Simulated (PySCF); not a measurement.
C3H6BFN2, SMILES NCC#CB(N)F.

Geometry optimised at ωB97X-D3(BJ)/def2-SVP. The structure was generated by enumeration, and PubChem lists no compound with its InChIKey, so it may never have been made. One conformer was computed; it need not be the lowest.

All values below come from M06-2X/def2-TZVP (PySCF).

The molecule is in vacuum.

Computed frontier levels, gap, dipole moment and polarisability:
- highest occupied level = -8.56 eV
- lowest empty level = 0.66 eV
- orbital gap = 9.22 eV
- dipole moment = 2.89 D
- quadrupole, principal values (traceless, Buckingham form, about the centre of nuclear charge) = -12.83, -6.70, 19.53 D·Å
- mean static polarisability = 64.3 bohr³ (9.52 Å³)
- polarisability, principal values = 44.2, 54.4, 94.2 bohr³
